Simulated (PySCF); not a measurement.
As⁺ (arsenic, charge +1) across methods

[Ar] 3d10 4s1 4p3, high-spin 5S determinant (an excited configuration). Computed with PySCF 2.14 in x2c-QZVPPall, with the spin-free X2C one-electron Hamiltonian (Gaussian nucleus).

```json
{"method": "LDA", "E (hartree)": "-2256.715", "mean ε 3d β (eV)": "-51.478", "mean ε 4s α (eV)": "-25.596", "mean ε 4p α (eV)": "-15.273", "Σ⟨r²⟩ (bohr²)": "30.72", "⟨S²⟩": "6.001"}
{"method": "wB97X", "E (hartree)": "-2260.199", "mean ε 3d β (eV)": "-57.509", "mean ε 4s α (eV)": "-30.417", "mean ε 4p α (eV)": "-18.768", "Σ⟨r²⟩ (bohr²)": "30.64", "⟨S²⟩": "6.002"}
{"method": "r2SCAN", "E (hartree)": "-2260.159", "mean ε 3d β (eV)": "-51.939", "mean ε 4s α (eV)": "-26.465", "mean ε 4p α (eV)": "-15.683", "Σ⟨r²⟩ (bohr²)": "30.45", "⟨S²⟩": "6.002"}
{"method": "PBE0", "E (hartree)": "-2259.897", "mean ε 3d β (eV)": "-55.414", "mean ε 4s α (eV)": "-27.759", "mean ε 4p α (eV)": "-16.569", "Σ⟨r²⟩ (bohr²)": "30.62", "⟨S²⟩": "6.001"}
{"method": "M06", "E (hartree)": "-2260.135", "mean ε 3d β (eV)": "-55.775", "mean ε 4s α (eV)": "-27.459", "mean ε 4p α (eV)": "-16.371", "Σ⟨r²⟩ (bohr²)": "30.54", "⟨S²⟩": "6.001"}
{"method": "PBE", "E (hartree)": "-2259.848", "mean ε 3d β (eV)": "-51.142", "mean ε 4s α (eV)": "-25.500", "mean ε 4p α (eV)": "-15.218", "Σ⟨r²⟩ (bohr²)": "30.73", "⟨S²⟩": "6.001"}
{"method": "wB97M-V", "E (hartree)": "-2259.981", "mean ε 3d β (eV)": "-57.787", "mean ε 4s α (eV)": "-30.447", "mean ε 4p α (eV)": "-18.729", "Σ⟨r²⟩ (bohr²)": "30.76", "⟨S²⟩": "6.001"}
{"method": "M06-L", "E (hartree)": "-2260.065", "mean ε 3d β (eV)": "-52.030", "mean ε 4s α (eV)": "-26.059", "mean ε 4p α (eV)": "-15.419", "Σ⟨r²⟩ (bohr²)": "30.39", "⟨S²⟩": "6.002"}
{"method": "UHF", "E (hartree)": "-2258.56266", "mean ε 3d β (eV)": "-67.141", "mean ε 4s α (eV)": "-33.819", "mean ε 4p α (eV)": "-20.068", "Σ⟨r²⟩ (bohr²)": "30.78", "⟨S²⟩": "6.002"}
```
